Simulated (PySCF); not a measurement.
AgF, SMILES [F][Ag], multiplicity 1. Atoms are numbered in the order given.

```xyz
2

Ag     0.0000     0.0000    -0.3211
F      0.0000     0.0000     1.6766
```

The structure is a stationary point at PBE-D3(BJ)/def2-TZVPD. The spin state was assumed, not searched. The def2 effective core potentials stand for the cores of Ag; spin–orbit coupling is left out.

These are PBE-D3(BJ)/def2-TZVPD (PySCF 2.14.0) values and carry that method's errors.

Frequencies are harmonic and unscaled.

Computed harmonic wavenumbers and intensities:
```json
[
 {"mode": "1", "ν (cm⁻¹)": "476", "IR (km/mol)": "39.8", "moving atoms (share of kinetic energy)": "F 85 %, Ag 15 %"}
]
```
